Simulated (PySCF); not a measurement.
```xyz
26

C     -4.3957    -2.0432     0.1759
Ge    -4.9188    -0.1691    -0.0435
Ge    -2.9991     1.2899    -0.3223
Ge    -3.6738     3.5967    -0.6523
Ge    -1.7864     5.1174    -0.7482
Ge    -2.4781     7.3919    -1.2339
Ge    -0.6473     8.9706    -1.0218
C     -1.2020    10.7965    -1.4599
H     -5.2881    -2.6734     0.3010
H     -3.7555    -2.1585     1.0618
H     -3.8401    -2.3894    -0.7070
H     -5.7171     0.2998     1.1917
H     -5.8331    -0.0226    -1.2784
H     -2.1582     0.8391    -1.5367
H     -2.0884     1.2071     0.9222
H     -4.6013     4.0322     0.5025
H     -4.4852     3.7061    -1.9608
H     -1.0451     5.0788     0.6052
H     -0.7944     4.6439    -1.8316
H     -3.6180     7.7822    -0.2676
H     -3.0570     7.4359    -2.6650
H      0.4978     8.5314    -1.9587
H     -0.1192     8.9157     0.4275
H     -1.5635    10.8465    -2.4967
H     -2.0108    11.1198    -0.7894
H     -0.3536    11.4872    -1.3481
```

Charge 0, multiplicity 1.

Give the Mulliken and meta-Löwdin atomic charges from TPSSh-D3(BJ)/def2-TZVP // PBE0-D3(BJ)/def2-SVP (PySCF).


```
atom  Mulliken (e)  meta-Löwdin (e)
----  ------------  ---------------
C1           -0.46            -0.52
Ge2           0.11             0.32
Ge3          -0.05             0.07
Ge4          -0.01             0.09
Ge5          -0.01             0.09
Ge6          -0.05             0.07
Ge7           0.11             0.32
C8           -0.46            -0.52
H9            0.14             0.12
H10           0.14             0.12
H11           0.14             0.12
H12          -0.01            -0.07
H13          -0.01            -0.07
H14           0.00            -0.05
H15           0.00            -0.05
H16           0.00            -0.05
H17           0.00            -0.05
H18           0.00            -0.05
H19           0.00            -0.05
H20           0.00            -0.05
H21           0.00            -0.05
H22          -0.01            -0.07
H23          -0.01            -0.07
H24           0.14             0.12
H25           0.14             0.12
H26           0.14             0.12
```
